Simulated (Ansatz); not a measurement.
C₂H₆NOSb (`C=NC[O][SbH2]`). Charge 0, multiplicity 1. Sb takes the def2 core potential. The structure was optimised at the PBE0-D4/def2-TZVP level. It is one conformer, not always the lowest.

```xyz
11

C     1.434    0.876   -0.649
N     0.614    1.545    0.033
C    -0.350    0.860    0.848
O    -0.362   -0.537    0.784
Sb   -1.532   -1.407   -0.556
H     2.165    1.408   -1.256
H     1.461   -0.218   -0.658
H    -0.135    1.139    1.886
H    -1.330    1.293    0.596
H    -1.710   -2.812    0.404
H    -0.254   -2.148   -1.430
```

(1) What is the dipole moment at r2SCAN/def2-TZVPP? (Estimate.)

(2) And with PBE, B3LYP, ωB97M-V? (Best estimate.)

(3) Give the Mulliken charges with r2SCAN, ωB97M-V, B3LYP in def2-TZVPP. (An estimate is asked.)

## Answers

(1) Ansatz gave: 1.76 D, with components (-0.98, -1.11, -0.96) D in this frame, pointing from negative to positive charge.

(2) The calculation gave: PBE 1.72 D, B3LYP 1.89 D, ωB97M-V 1.98 D.

(3) Computed: 
| atom | r2SCAN | ωB97M-V | B3LYP |
| --- | --- | --- | --- |
| C1 | -0.04 | -0.12 | -0.14 |
| N2 | -0.27 | -0.21 | -0.21 |
| C3 | 0.24 | 0.05 | 0.12 |
| O4 | -0.53 | -0.52 | -0.53 |
| Sb5 | 0.58 | 0.52 | 0.60 |
| H6 | 0.08 | 0.11 | 0.11 |
| H7 | 0.07 | 0.10 | 0.09 |
| H8 | 0.05 | 0.11 | 0.09 |
| H9 | 0.05 | 0.11 | 0.08 |
| H10 | -0.10 | -0.06 | -0.10 |
| H11 | -0.12 | -0.08 | -0.12 |

B3LYP here is the variant with VWN-RPA as its local correlation; programs differ in this.
